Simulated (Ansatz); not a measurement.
A structure relaxed at PBE0-D4/def2-TZVP, charge 0, multiplicity 1:

Cartesian coordinates in Å:
```
Ge 0.9390 0.5039 -0.5733
Ge -0.9393 -0.5038 0.5728
H 0.5893 0.7648 -2.0473
H 1.3114 1.8416 0.0864
H 2.1607 -0.4275 -0.5166
H -0.5933 -0.7491 2.0504
H -1.3015 -1.8497 -0.0758
H -2.1663 0.4198 0.5035
```

(1) Give its formula and SMILES.

(2) Point group (tolerance 0.08 Å, 0.16 Å for H)?

(3) Summarise the bond lengths by kind.

## Answers

(1) Ge2H6, `[GeH3][GeH3]` (digermane).

(2) D3d.

(3) 1 × Ge–Ge 2.420 Å; 6 × Ge–H 1.537 Å.

Results of the Gaussian-basis code of Ansatz.
